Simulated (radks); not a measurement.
Results of a calculation; reference values are marked as such.
Spherical quantum dot in the effective-mass picture: electrons in a parabolic well V = omega^2 r^2 / 2 with omega = 0.338, all in effective atomic units (hartree* = m*/eps^2 hartree, bohr* = eps/m* bohr), one dielectric constant everywhere. Level of theory: non-relativistic Kohn-Sham, exchange-only LDA, spin-polarised, spherical densities (a radial shooting solver with Libxc functionals). Levels are named by radial order and angular momentum (1s, 1p, 1d, 2s, ...), and open shells are averaged over m.

N = 41, configuration 1s2 1p6 1d10 2s2 1f14 2p6 1g(up 1, down 0). This is the lowest configuration that the search found. Occupied and some empty levels:

| level | occupation | eigenvalue (hartree*) | <r> (bohr*) |
|---|---|---|---|
| 1s up | 1 | 8.3528 | 4.479 |
| 1s down | 1 | 8.3554 | 4.442 |
| 1p up | 3 | 8.4170 | 5.130 |
| 1p down | 3 | 8.4207 | 5.108 |
| 1d up | 5 | 8.5037 | 5.584 |
| 1d down | 5 | 8.5082 | 5.571 |
| 2s up | 1 | 8.5658 | 4.324 |
| 2s down | 1 | 8.5681 | 4.339 |
| 1f up | 7 | 8.6089 | 5.940 |
| 1f down | 7 | 8.6139 | 5.933 |
| 2p up | 3 | 8.6925 | 4.896 |
| 2p down | 3 | 8.6950 | 4.902 |
| 1g up | 1 | 8.7303 | 6.237 |
| 1g down | 0 | 8.7356 | 6.234 |
| 2d up | 0 | 8.8314 | 5.363 |
| 2d down | 0 | 8.8342 | 5.363 |
| 1h up | 0 | 8.8660 | 6.496 |
| 3s up | 0 | 8.8708 | 4.798 |
| 1h down | 0 | 8.8715 | 6.496 |
| 3s down | 0 | 8.8731 | 4.803 |

Energy (hartree*): total 214.987, kinetic 9.7440, external 74.910, Hartree 138.65, exchange-correlation -8.3222.

Electron density:

| r (bohr*) | n(r) (e/bohr*^3) |
|---|---|
| 0.510 | 0.02244 |
| 1.08 | 0.02568 |
| 1.65 | 0.02912 |
| 2.22 | 0.03087 |
| 2.78 | 0.03025 |
| 3.35 | 0.02826 |
| 3.92 | 0.02674 |
| 4.49 | 0.02677 |
| 5.06 | 0.02755 |
| 5.63 | 0.02681 |
| 6.20 | 0.02275 |
| 6.76 | 0.01589 |
| 7.33 | 0.008754 |
| 7.90 | 0.003715 |
| 8.47 | 0.001192 |
| 9.04 | 0.0002892 |
| 9.61 | 0.00005282 |
| 10.2 | 7.455e-06 |
| 10.7 | 7.798e-07 |
| 11.3 | 6.206e-08 |
